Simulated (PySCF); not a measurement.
H₆BFO₂Si₂, SMILES OB(O)[SiH2][SiH2]F, singlet (PBE0/def2-SVP optimised geometry):

```
12

Si    -1.115    -1.554    -2.292
F     -1.978    -2.938    -2.347
Si    -0.747    -0.915    -0.065
B      0.342     0.823     0.000
O     -0.249     2.044     0.000
O      1.699     0.823     0.000
H      0.178    -1.793    -3.002
H     -1.883    -0.507    -3.031
H     -0.030    -2.044     0.614
H     -2.090    -0.749     0.584
H     -1.209     2.012     0.020
H      2.090    -0.054     0.019
```

Level of theory: PBE0/def2-TZVP (PySCF).

Question: What are the frontier orbital energies and the dipole moment?

Answer: HOMO-2 -9.58 eV, HOMO-1 -8.76 eV, HOMO -8.00 eV, LUMO -1.08 eV, LUMO+1 -0.13 eV; dipole moment 0.51 D.

On the same geometry PBE/def2-TZVP (PySCF) gives HOMO-2 -8.03 eV, HOMO-1 -7.45 eV, HOMO -6.76 eV, LUMO -1.90 eV, LUMO+1 -0.96 eV; dipole moment 0.49 D.

Meta-Löwdin charges at PBE0/def2-TZVP: Si1 0.72, F2 -0.51, Si3 0.10, B4 0.29, O5 -0.50, O6 -0.50, H7 -0.10, H8 -0.10, H9 -0.06, H10 -0.06, H11 0.36, H12 0.36.
